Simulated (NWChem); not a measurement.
System: SnHF3; SMILES [SnH]([F])([F])[F]

Input file for NWChem:

```
start job
memory heap 200 mb stack 900 mb global 1100 mb
geometry units angstroms noautosym nocenter noautoz
  Sn     0.000000     0.000000    -0.222792
  F      1.625583     0.668566     0.538032
  F     -1.391786     1.073513     0.538032
  F     -0.233796    -1.742079     0.538032
  H      0.000000     0.000000    -1.912027
end
basis spherical
  * library def2-svp
end
ecp
  Sn library def2-ecp
end
dft
  xc b3lyp
  iterations 150
end
property
  response 1 0.0773
end
task dft property
```

Coordinates come from a PBE0/def2-SVP optimisation. B3LYP is NWChem's, with the RPA form of VWN correlation. def2 effective core potentials on Sn; no spin-orbit coupling.

Field at 589 nm.

### Question
Give the results of this calculation. (B3LYP/def2-SVP with def2 effective core potentials on Sn.) Quantities: isotropic polarisability (bohr³); anisotropy (bohr³).

### Answer
```
Quantity                          Result
--------------------------------  ------
isotropic polarisability (bohr³)    28.1
anisotropy (bohr³)                   3.4
```
